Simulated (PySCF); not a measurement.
# Radial density of Sm (samarium, neutral)

UHF, [Xe] 4f6 6s2, high-spin 7F determinant. All numbers are calculated (PySCF 2.14, the spin-free X2C one-electron Hamiltonian (Gaussian nucleus), in ANO-RCC-VTZP).

| r (bohr) | 4πr²ρ (e/bohr) | 4πr²(ρα − ρβ) |
| --- | --- | --- |
| 0.0201 | 79.23 | 0.0029 |
| 0.0339 | 73.12 | 0.0068 |
| 0.0570 | 102.7 | 0.0104 |
| 0.0959 | 94.47 | 0.0132 |
| 0.161 | 88.38 | 0.2614 |
| 0.271 | 68.96 | 1.7889 |
| 0.456 | 41.43 | 5.4753 |
| 0.767 | 29.42 | 5.9765 |
| 1.29 | 10.38 | 2.5840 |
| 2.17 | 3.111 | 0.2816 |
| 3.65 | 0.6546 | 0.0113 |
| 6.14 | 0.2434 | -0.0087 |
| 10.3 | 0.008845 | -0.0009 |
| 17.4 | 3.924e-05 | 0.0000 |

Densities and radii are taken from the X2C orbitals without a picture-change correction, which distorts them close to the nucleus.

Spin-orbit coupling, absent here, splits the open shell strongly.

Question: Where is the radial spin density 4πr²(ρα − ρβ) most negative, and why is it negative at all?

Answer: Around r = 6.14 bohr, down to -0.0087 e/bohr: exchange with the open shell polarises the paired shells in an unrestricted calculation.
